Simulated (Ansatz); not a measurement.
The molecule NiCl, multiplicity 4 (not the ground state: that is measured with 2S+1 = 2). No spin–orbit coupling. Ni is treated without relativity.

The constants come from a fifth-degree fit in 1/R (seven points, main isotopes). In def2 and cc sets the state is the lowest found near the PBE0 minimum, followed along R.

Correlated levels freeze the inner cores; with def2 sets outer-core shells near the valence are correlated too.

Programs: Ansatz (a quantum-chemistry and plane-wave program). Values without a source in brackets are computed.

```json
[
 {"level": "PBE/def2-TZVPP", "r_e (Å)": "2.136", "ω_e (cm⁻¹)": "[?]", "ω_e x_e (cm⁻¹)": "1.9", "dipole (D)": "0.70"},
 {"level": "r2SCAN/def2-TZVPP", "r_e (Å)": "2.129", "ω_e (cm⁻¹)": "390", "ω_e x_e (cm⁻¹)": "1.6", "dipole (D)": "1.52"},
 {"level": "B3LYP/def2-TZVPP", "r_e (Å)": "2.163", "ω_e (cm⁻¹)": "379", "ω_e x_e (cm⁻¹)": "1.6", "dipole (D)": "2.08"},
 {"level": "PBE0/def2-TZVPP", "r_e (Å)": "2.144", "ω_e (cm⁻¹)": "396", "ω_e x_e (cm⁻¹)": "1.5", "dipole (D)": "2.18"},
 {"level": "CAM-B3LYP/def2-TZVPP", "r_e (Å)": "2.142", "ω_e (cm⁻¹)": "400", "ω_e x_e (cm⁻¹)": "1.5", "dipole (D)": "2.23"},
 {"level": "wB97M-V/def2-TZVPP", "r_e (Å)": "2.145", "ω_e (cm⁻¹)": "392", "ω_e x_e (cm⁻¹)": "1.1", "dipole (D)": "2.25"},
 {"level": "B2PLYP/def2-TZVPP", "r_e (Å)": "2.173", "ω_e (cm⁻¹)": "394", "ω_e x_e (cm⁻¹)": "1.5", "dipole (D)": "-"},
 {"level": "CCSD(T)/def2-TZVPP", "r_e (Å)": "[?]", "ω_e (cm⁻¹)": "[?]", "ω_e x_e (cm⁻¹)": "1.4", "dipole (D)": "-"}
]
```

Problem. Fill in the missing entries.

Solution. 
- CCSD(T)/def2-TZVPP, r_e (Å): 2.151
- CCSD(T)/def2-TZVPP, ω_e (cm⁻¹): 401
- PBE/def2-TZVPP, ω_e (cm⁻¹): 361
